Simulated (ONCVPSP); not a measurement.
## Br (Z = 35): ONCV pseudisation with PBE, scalar-relativistic reference atom.

Input for ONCVPSP 4.0.1:

```
# ATOM AND REFERENCE CONFIGURATION
# atsym  z   nc   nv     iexc    psfile
  Br 35.00    3    5        4      upf
#
#   n    l    f
    1    0    2.00
    2    0    2.00
    2    1    6.00
    3    0    2.00
    3    1    6.00
    3    2   10.00
    4    0    1.50
    4    1    5.50
#
# PSEUDOPOTENTIAL AND OPTIMIZATION
# lmax
    2
#
#   l,   rc,      ep,       ncon, nbas, qcut
    0    1.00    0.00    4    8   14.70
    1    0.80    0.00    4    7   18.80
    2    0.50    0.00    4    7   17.40
#
# LOCAL POTENTIAL
# lloc, lpopt,  rc(5),   dvloc0
    4    5    0.45    0.00
#
# VANDERBILT-KLEINMAN-BYLANDER PROJECTORs
# l, nproj, debl
    0    2    1.00
    1    2    2.10
    2    2    3.70
#
# MODEL CORE CHARGE
# icmod, fcfact, rcfact
    3    3.75    1.75
#
# LOG DERIVATIVE ANALYSIS
# epsh1, epsh2, depsh
  -10.00    5.00    0.04
#
# OUTPUT GRID
# rlmax, drl
    6.00    0.01
#
# TEST CONFIGURATIONS
# ncnf
    4
# nvcnf
#   n    l    f
    5
    3    0    2.00
    3    1    6.00
    3    2   10.00
    4    0    2.00
    4    1    5.00
#
    5
    3    0    2.00
    3    1    6.00
    3    2   10.00
    4    0    2.00
    4    1    4.00
#
    5
    3    0    2.00
    3    1    6.00
    3    2   10.00
    4    0    2.00
    4    1    3.00
#
    5
    3    0    2.00
    3    1    6.00
    3    2    9.00
    4    0    2.00
    4    1    5.00
#
```

Command:

```bash
oncvpsp.x < Br.dat > Br.out
```

The program printed (shortened: citation, most of the input echo, consistency checks and plot data are left out):

```
ONCVPSP  (Optimized Norm-Conservinng Vanderbilt PSeudopotential)
scalar-relativistic version 4.0.1

#   n    l    f        energy (Ha)
    1    0    2.00    -4.8946205E+02
    2    0    2.00    -6.3719424E+01
    2    1    6.00    -5.6202483E+01
    3    0    2.00    -8.7785136E+00
    3    1    6.00    -6.4049726E+00
    3    2   10.00    -2.4805538E+00
    4    0    1.50    -7.5468369E-01
    4    1    5.50    -2.9999562E-01

Reference configufation results
  iterations    24
  all-electron total energy (Ha)   -2.60618629D+03

Begin loop to  construct optimized pseudo wave functions
and semi-local pseudopoentials for all angular momenta

Calculating optimized projector #   1

 for l=   0

    Fraction of norm inside rc  0.970540
    Optimizing pswf for qcut=  14.70 a_B^-1,  ecut= 108.02 Ha
    Residual kinetic energy error=  7.52D-08 Ha

    Energy error per electron        Cutoff
         Ha          eV             Ha
         0.01000     0.27211       48.92
         0.00100     0.02721       66.23
         0.00010     0.00272       78.88
         0.00001     0.00027       89.66

Calculating optimized projector #   2

 for l=   0

    Fraction of norm inside rc  0.100063
    Optimizing pswf for qcut=  14.70 a_B^-1,  ecut= 108.02 Ha
    Residual kinetic energy error=  2.18D-07 Ha

    Energy error per electron        Cutoff
         Ha          eV             Ha
         0.01000     0.27211       42.70
         0.00100     0.02721       64.60
         0.00010     0.00272       79.64
         0.00001     0.00027       91.94

Calculating optimized projector #   1

 for l=   1

    Fraction of norm inside rc  0.860097
    Optimizing pswf for qcut=  18.81 a_B^-1,  ecut= 176.90 Ha
    Residual kinetic energy error=  1.52D-07 Ha

    Energy error per electron        Cutoff
         Ha          eV             Ha
         0.01000     0.27211       61.63
         0.00100     0.02721       75.93
         0.00010     0.00272       87.35
         0.00001     0.00027      112.95

Calculating optimized projector #   2

 for l=   1

    Fraction of norm inside rc  0.033954
    Optimizing pswf for qcut=  18.81 a_B^-1,  ecut= 176.90 Ha
    Residual kinetic energy error=  2.78D-08 Ha

    Energy error per electron        Cutoff
         Ha          eV             Ha
         0.01000     0.27211       46.91
         0.00100     0.02721       62.86
         0.00010     0.00272       76.47
         0.00001     0.00027      120.25

   Wellstate for l =  2  n =  4
     eigenvalue =   1.2194
     asymptotic potential =   1.7194
     half-point radius =  1.9742

Calculating optimized projector #   1

 for l=   2

    Fraction of norm inside rc  0.450081
    Optimizing pswf for qcut=  17.41 a_B^-1,  ecut= 151.60 Ha
    Residual kinetic energy error=  1.85D-01 Ha

    Energy error per electron        Cutoff
         Ha          eV             Ha
         0.01000     0.27211      593.32
         0.00100     0.02721      706.76
         0.00010     0.00272      954.91

Calculating optimized projector #   2

 for l=   2

    Fraction of norm inside rc  0.048075
    Optimizing pswf for qcut=  17.41 a_B^-1,  ecut= 151.60 Ha
    Residual kinetic energy error=  2.72D-02 Ha

    Energy error per electron        Cutoff
         Ha          eV             Ha
         0.01000     0.27211      175.33
         0.00100     0.02721      570.07
         0.00010     0.00272      930.83
         0.00001     0.00027     1216.36

Construct Vanderbilt / Kleinmman-Bylander projectors

B matrix Hermiticity error, ll=   0
   1   2    2.1119E-03

  Orthonormal projector coefficients  4.5798E+01  5.4735E+00

B matrix Hermiticity error, ll=   1
   1   2    1.2535E-03

  Orthonormal projector coefficients  2.8706E+01  4.0329E+00

B matrix Hermiticity error, ll=   2
   1   2    8.7206E-04

  Orthonormal projector coefficients -3.5894E+02 -2.0544E+01

Model core correction analysis
  based on d2Exc/dn_idn_j

d2excae - all-electron derivatives

   -5.104854D-02   -4.819017D-02   -4.038253D-02   -3.848585D-03
   -2.164255D-03
   -4.819028D-02   -4.734106D-02   -4.010558D-02   -4.288715D-03
   -2.451479D-03
   -4.038282D-02   -4.010575D-02   -4.103733D-02   -5.926181D-03
   -3.314067D-03
   -3.848488D-03   -4.288589D-03   -5.925984D-03   -3.050567D-02
   -2.440809D-02
   -2.164252D-03   -2.451466D-03   -3.314034D-03   -2.440830D-02
   -2.367435D-02

d2excps - pseudofunction derivatives with no core correction

   -5.575918D-02   -4.868332D-02   -4.577607D-02   -4.720416D-03
   -2.425604D-03
   -4.868366D-02   -4.788721D-02   -4.491573D-02   -4.328648D-03
   -2.506926D-03
   -4.577685D-02   -4.491580D-02   -4.489718D-02   -6.382865D-03
   -3.639032D-03
   -4.719607D-03   -4.328515D-03   -6.382676D-03   -3.060643D-02
   -2.442316D-02
   -2.425627D-03   -2.506913D-03   -3.639007D-03   -2.442336D-02
   -2.367768D-02

rms 2nd derivative error    2.405305E-03

rmatch, rhocmatch    0.2573  254.6634

Teter function model core charge with specified parameters

d2excps - pseudofunction derivatives with core correction

   -4.318882D-02   -4.294721D-02   -3.963658D-02   -3.278485D-03
   -1.950414D-03
   -4.294716D-02   -4.391650D-02   -4.014877D-02   -3.687117D-03
   -2.185661D-03
   -3.963665D-02   -4.014890D-02   -3.875887D-02   -5.704063D-03
   -3.256460D-03
   -3.278362D-03   -3.686974D-03   -5.703858D-03   -3.044115D-02
   -2.437017D-02
   -1.950395D-03   -2.185641D-03   -3.256424D-03   -2.437038D-02
   -2.365186D-02

rms 2nd derivative error    2.336747E-03

Pseudoatom total energy -418.098908

Diagnostic tests using Vanderbilt-Kleinman-Bylander pseudopotentials
  1 or more projectors used as specified by nproj input data

   l    rcore       rmatch      e in        delta e   norm test  slope test

   0   1.0003132   1.0306849  -8.7785136   0.0000235   1.0003917   1.0003477
   0   1.0003132   1.0306849  -0.7546837   0.0000268   1.0000818   1.0000615

   1   0.8016978   0.8260391  -6.4049726  -0.0000161   1.0003430   1.0003956
   1   0.8016978   0.8260391  -0.2999956   0.0000566   1.0002403   1.0001953

   2   0.5027687   0.5180338  -2.4805538   0.0002381   1.0003615   1.0002080
   2   0.5027687   0.5180338   1.2194462  -0.0001084   1.0009165   1.0009165

 Testing for bound ghosts
   n   l    E NL Schr. Eq   E Basis Diag.   E Cutoff

   1   0       -8.778490       -8.778485    264.60
   2   0       -0.754657       -0.664857    264.60

   2   1       -6.404989       -6.404896    347.35
   3   1       -0.299939        0.274079    347.35

   3   2       -2.480316       -2.376548   1017.65

 Testing for highly-localized positive-energy ghosts
       l    <radius>/rc     E Basis Diag.   E Cutoff

       0        0.914848       16.269862    264.60  WARNING - GHOST(+)

       2        0.484900      335.086451   1017.65  WARNING - GHOST(+)

Test configuration 0

   n   l     f        eae           eps        diff
   1   0  2.0000 -489.46204532
   2   0  2.0000  -63.71942429
   2   1  6.0000  -56.20248300
   3   0  2.0000   -8.77851358   -8.77849005    2.35D-05
   3   1  6.0000   -6.40497257   -6.40498864   -1.61D-05
   3   2 10.0000   -2.48055383   -2.48031573    2.38D-04
   4   0  1.5000   -0.75468369   -0.75465690    2.68D-05
   4   1  5.5000   -0.29999562   -0.29993899    5.66D-05

    Total energies and differences
      AE_ref= -2.60618629D+03  AE_tst= -2.60618629D+03  dif=  0.00D+00
      PS_ref= -4.18098908D+02  PS_tst= -4.18098908D+02  dif=  1.93D-12
      PSP excitation error= -1.93D-12

Test configuration 1

   n   l     f        eae           eps        diff
   1   0  2.0000 -489.43222259
   2   0  2.0000  -63.69027665
   2   1  6.0000  -56.17347329
   3   0  2.0000   -8.74909825   -8.74872912    3.69D-04
   3   1  6.0000   -6.37571341   -6.37557941    1.34D-04
   3   2 10.0000   -2.45184156   -2.45138533    4.56D-04
   4   0  2.0000   -0.73992800   -0.73987834    4.97D-05
   4   1  5.0000   -0.28883916   -0.28878102    5.81D-05

    Total energies and differences
      AE_ref= -2.60618629D+03  AE_tst= -2.60641272D+03  dif= -2.26D-01
      PS_ref= -4.18098908D+02  PS_tst= -4.18325368D+02  dif= -2.26D-01
      PSP excitation error=  2.60D-05

Test configuration 2

   n   l     f        eae           eps        diff
   1   0  2.0000 -489.85009186
   2   0  2.0000  -64.10483209
   2   1  6.0000  -56.58846601
   3   0  2.0000   -9.16127904   -9.16087202    4.07D-04
   3   1  6.0000   -6.78781641   -6.78756299    2.53D-04
   3   2 10.0000   -2.86339271   -2.86289662    4.96D-04
   4   0  2.0000   -1.11700682   -1.11693123    7.56D-05
   4   1  4.0000   -0.64203818   -0.64194657    9.16D-05

    Total energies and differences
      AE_ref= -2.60618629D+03  AE_tst= -2.60595137D+03  dif=  2.35D-01
      PS_ref= -4.18098908D+02  PS_tst= -4.17864009D+02  dif=  2.35D-01
      PSP excitation error=  1.94D-05

Test configuration 3

   n   l     f        eae           eps        diff
   1   0  2.0000 -490.33541981
   2   0  2.0000  -64.58373501
   2   1  6.0000  -57.06818863
   3   0  2.0000   -9.63552652   -9.63512499    4.02D-04
   3   1  6.0000   -7.26187731   -7.26143979    4.38D-04
   3   2 10.0000   -3.33636511   -3.33584546    5.20D-04
   4   0  2.0000   -1.53753508   -1.53743557    9.95D-05
   4   1  3.0000   -1.03727758   -1.03714431    1.33D-04

    Total energies and differences
      AE_ref= -2.60618629D+03  AE_tst= -2.60511493D+03  dif=  1.07D+00
      PS_ref= -4.18098908D+02  PS_tst= -4.17027540D+02  dif=  1.07D+00
      PSP excitation error= -1.13D-05

Test configuration 4

   n   l     f        eae           eps        diff
   1   0  2.0000 -490.42706587
   2   0  2.0000  -64.74355653
   2   1  6.0000  -57.22287383
   3   0  2.0000   -9.64791800   -9.65686346   -8.95D-03
   3   1  6.0000   -7.26610527   -7.26690181   -7.97D-04
   3   2  9.0000   -3.33567690   -3.33244441    3.23D-03
   4   0  2.0000   -1.21725267   -1.21768326   -4.31D-04
   4   1  5.0000   -0.70971378   -0.70960099    1.13D-04

    Total energies and differences
      AE_ref= -2.60618629D+03  AE_tst= -2.60352999D+03  dif=  2.66D+00
      PS_ref= -4.18098908D+02  PS_tst= -4.15443576D+02  dif=  2.66D+00
      PSP excitation error=  9.63D-04
```

The run took about 4 s on one core of a shared server CPU.
